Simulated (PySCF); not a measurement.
Compound: C₃H₄AlFO₂.
Structure used (PBE0-D3(BJ)/def2-SVP), in Å, numbered top down from 1:
```xyz
11
C3H4AlFO2 angstrom
F     -2.5431   -0.1258    1.2694
Al    -1.7698   -0.0718   -0.2121
O     -0.4539   -1.3717   -0.1897
C      0.7846   -1.1904    0.0153
C      1.4103    0.0491    0.1618
C      0.6863    1.2398    0.0634
O     -0.5620    1.3303   -0.1382
H     -2.6190   -0.0801   -1.5340
H      1.4004   -2.1045    0.0680
H      2.4857    0.0891    0.3317
H      1.2274    2.1971    0.1554
```

Method: PySCF 2.14.0, PBE0-D3(BJ)/def2-SVP geometry optimisation, gas phase.

(1) Which atoms are bound to Al2, and at what distances?

(2) List the angles at Al2.

(3) Describe the arrangement about Al2 in numbers.

(4) What are the other bond lengths?

(5) Give some angles away from the centre.

(6) What are the rotational constants (commonest isotopes, rigid rotor)?

Answers

(1) 4 atoms: H8 1.571 Å, F1 1.672 Å, O3 1.850 Å, O7 1.852 Å. The nearest atom not counted as bound is C4, at 2.80 Å (others tie with it).

(2) 
```csv
angle,degrees,distance of the outer atoms (Å)
F1–Al2–H8,119.7,2.80
O3–Al2–H8,113.0,2.86
O7–Al2–H8,113.0,2.86
F1–Al2–O3,107.2,2.84
F1–Al2–O7,106.9,2.83
O3–Al2–O7,93.9,2.70
```

(3) Angles from 93.9° to 119.7°; τ4 = (360° − α − β)/141° = 0.90 with α and β the two widest (0 for a square, 1 for a tetrahedron). Differences among atoms that Cs makes equivalent are scatter left by the optimiser.

(4) O3–C4, C6=O7 1.268 Å; C4=C5, C5–C6 1.397 Å; C4–H9, C6–H11 1.103 Å; C5–H10 1.089 Å.

(5) Al2–O3–C4 126.6°, O3–C4–C5 125.5°, C4–C5–C6 121.1°, Al2–O7–C6 126.5°.

(6) A = 3823, B = 1981, C = 1533 MHz: an asymmetric top.

Point group: Cs (every atom within 0.08 Å of its image). Charge 0, singlet. No PBE0-D3(BJ)/def2-SVP frequencies stand behind this structure, so it isn't proved a minimum.

On one thread, Arm Neoverse N1 (aarch64), no GPU, shared host with 64 logical CPUs at a one-minute load of 34, this took 82 s and 0.52 GiB of memory at its peak. That covers the optimisation of the geometry.
